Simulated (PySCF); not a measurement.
# A search over the determinants of HgH

Unrestricted PBE0; basis Hg cc-pVDZ-PP with ECP60, H cc-pVDZ; scalar-relativistic core potentials; PySCF 2.14. Outer shells of the fragments: Hg 5d10 6s2; H 1s1.

Followed along the bond (rough minima from three points):

```
2Ms+1   unpaired  ⟨S²⟩ at the start  R at minimum (Å)  Te (eV)
    2        σ ↑               0.76              1.77     0.00
    4  σ ↑↑, π ↑               3.76  none in the scan   ≤ 5.90
```

Solutions found at the starting distance of 1.695 Å, counted from the lowest of them; the search is not exhaustive and high or unbound solutions are not listed, so other states can lie among these:

| 2Ms+1 | unpaired | term | E (eV) | ⟨S²⟩ | ⟨Lz²⟩ | μ (D) |
| --- | --- | --- | --- | --- | --- | --- |
| 2 | σ ↑ | ²Σ⁺ | 0.00 | 0.76 | 0.00 | 0.05 |
| 2 | π ↑ | ²Π | 3.30 | 0.77 | 1.00 | -0.78 |
| 4 | σ ↑↑, π ↑ | ⁴Π | 6.27 | 3.76 | 1.02 | 1.47 |
| 4 | σ ↑↑↑ | ⁴Σ⁺ | 9.54 | 3.75 | 0.00 | 2.40 |

A term symbol is given only where ⟨S²⟩ and ⟨Lz²⟩ are close to those of a pure state; real π, δ and φ orbitals otherwise mix terms. A positive dipole means Hg(−)H(+).

The measured ground state is X ²Σ+ (Huber and Herzberg, Constants of Diatomic Molecules (1979)).

Spin–orbit coupling is left out. Counting both spins, an empty level lies below a filled one in some of these solutions, because spin and occupation are held.
